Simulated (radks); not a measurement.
Task: The sulfur anion S2-, [Ar], held by a Watson sphere: a shell of charge +2 at radius R that stands for the Madelung well of a crystal (potential energy -2/R inside, -2/r outside, in hartree with lengths in bohr). Method: non-relativistic Kohn-Sham, PBE, spin-unpolarised, spherical densities, point nucleus; computed with a radial shooting solver on a logarithmic mesh with Libxc functionals. Response by self-consistent Sternheimer equations with the Hartree and adiabatic LDA kernel. The sphere does not respond.

| R (bohr) | e(2p) (eV) | e(3s) (eV) | e(3p) (eV) | <r> 3p (bohr) | sum of <r^2> (bohr^2) | X-ray form factor at sin(theta)/lambda = 0.2 1/angstrom | alpha (bohr^3) |
|---|---|---|---|---|---|---|---|
| 1.92 | -153.46 | -18.631 | -8.624 | 2.043 | 38.59 | 11.568 | 22.15 |
| 2.24 | -153.31 | -17.630 | -7.974 | 2.129 | 41.60 | 11.382 | 26.56 |
| 3.35 | -152.65 | -14.874 | -5.700 | 2.385 | 51.48 | 11.075 | 51.27 |
| 3.85 | -152.19 | -13.985 | -4.841 | 2.477 | 55.58 | 11.041 | 68.50 |
| 4.1 | -151.95 | -13.605 | -4.460 | 2.520 | 57.59 | 11.034 | 78.97 |
| 4.55 | -151.55 | -13.013 | -3.849 | 2.591 | 61.18 | 11.032 | 101.7 |

Estimate the row for R = 2.94 bohr.

Result: e(2p) (eV) -152.98; e(3s) (eV) -15.755; e(3p) (eV) -6.497; <r> 3p (bohr) 2.299; sum of <r^2> (bohr^2) 47.97; X-ray form factor at sin(theta)/lambda = 0.2 1/angstrom 11.140; alpha (bohr^3) 40.23.
